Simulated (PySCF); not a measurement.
C4H5FO, SMILES O=C[C@@H]1C[C@H]1F. The structure is a stationary point at PBE-D3(BJ)/def2-SVP. The values are those of a single conformer.

All values below come from PBE-D3(BJ)/def2-SVP in PySCF 2.14.0.

Harmonic wavenumbers (cm⁻¹): 105, 229, 234, 384, 427, 505, 784, 812, 861, 949, 994, 1010, 1033, 1052, 1122, 1159, 1196, 1248, 1346, 1380, 1434, 1789, 2732, 3066, 3076, 3119, 3172. Rotational constants (GHz): 9.117, 2.010, 1.804; symmetry number 1.

### Question
Work out the zero-point energy and the ideal-gas rigid-rotor harmonic-oscillator thermochemistry at 298.15 K and 1 atm.

### Answer
ZPE = ½ Σ hcν = ½ × 35218 cm⁻¹ = 210.65 kJ/mol. H − E(el) = 228.66 kJ/mol. Entropy in J/(mol K): translation 164.60, rotation 111.62, vibration 45.68, total 321.89. G − E(el) = 132.68 kJ/mol. Cp = 94.53 J/(mol K). Modes under 150 cm⁻¹ make the vibrational entropy uncertain.
